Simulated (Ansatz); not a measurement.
Molecule: TiH, net charge 0, quartet state. The spin state was set by rule; other spins were not relaxed. 
Coordinates optimised at B3LYP-D3(BJ)/def2-TZVP (Ansatz, a quantum-chemistry and plane-wave program):
SMILES: [TiH]
```xyz
2

Ti     0.0000     0.0000    -0.0766
H      0.0000     0.0000     1.6849
```
Charge 0, spin multiplicity 4.

Dipole moments at this geometry, in debye (magnitudes).

| level | program | dipole (D) |
|---|---|---|
| SVWN5/def2-TZVPD | Ansatz | 2.61 |
| revPBE/def2-TZVPD | Ansatz | 2.69 |
| B3LYP/def2-TZVPD | Ansatz | 2.81 |
| PBE0/def2-TZVPD | Ansatz | 2.82 |
| r2SCANh/def2-TZVPD | Ansatz | … |
| LC-wPBE/def2-TZVPD | Ansatz | 2.98 |
| wB97M-V/def2-TZVPD | Ansatz | 2.92 |
| wB97X-V/def2-TZVPD | Ansatz | 2.83 |
| CCSD(T)/def2-SVPD | Ansatz | … |

Question: Fill in the missing entries.

Answer: 
- r2SCANh/def2-TZVPD, dipole (D): 2.99
- CCSD(T)/def2-SVPD, dipole (D): 1.93
